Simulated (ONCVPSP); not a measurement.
# copper, ONCV: configuration errors across variants

ONCVPSP 4.0.1 input, shortened (lines: element, Z, core and valence counts, functional; n l f; lmax; l rc ep ncon nbas qcut; lloc lpopt rc5 dvloc0; l nproj debl; icmod fcfact rcfact), PBE, scalar-relativistic:

```
  Cu 29.00    3    4        4      upf
    1    0    2.00
    2    0    2.00
    2    1    6.00
    3    0    2.00
    3    1    6.00
    3    2    9.00
    4    0    2.00
    2
    0    1.05    0.00    4    8   13.60
    1    1.20    0.00    3    8    9.50
    2    0.80    0.00    5   10   17.50
    2    5    0.80    0.00
    0    2    3.60
    1    1    3.30
    2    0    2.10
    3    5.25    1.10
```

All-electron excitation energies from the reference (eV): (1) 3s2 3p6 3d10 4s1 -1.972; (2) 3s2 3p6 3d10 4s0 6.178; (3) 3s2 3p6 3d9 4s0 27.511; (4) 3s2 3p6 3d8 4s0 66.530.

1 further variants failed, have other tests or too few solved ones, and are left out.

A true bound ghost makes a file unfit for plane-wave use even where its test errors are small: the radial tests pick states by their node count and pass the ghost by.

Errors AE − PS in meV (a dash: test not solved or not reliable):

```tsv
change	(1)	(2)	(3)	(4)	bound ghosts	GHOST(+) flags above zero
base	-3.4	-1.9	-0.7	-11	none	s
s: nbas 9	-3.4	-2.0	-0.7	-11	none	s
core correction Teter function, fcfact 5, rcfact 1.6	-3.3	-1.9	-0.8	-11	none	s
core correction Teter function, fcfact 5.25, rcfact 1.22	-3.4	-1.9	-0.7	-11	none	s
d: qcut 10.7	-7.4	-7.1	-0.6	-19	s	none
d: nproj 1; local potential polynomial inside 0.70 bohr (lpopt 5, dvloc0 0 Ha)	-2.3	-0.3	-0.6	-7.5	none	none
p: ncon 4, nbas 9	-3.0	-1.3	-0.6	-9.8	none	s
```

Problem. Give the same row for: d: qcut 18.4.

Solution. -3.2, -1.6, -0.7, -10; bound ghosts: none; GHOST(+) flags above zero: s.
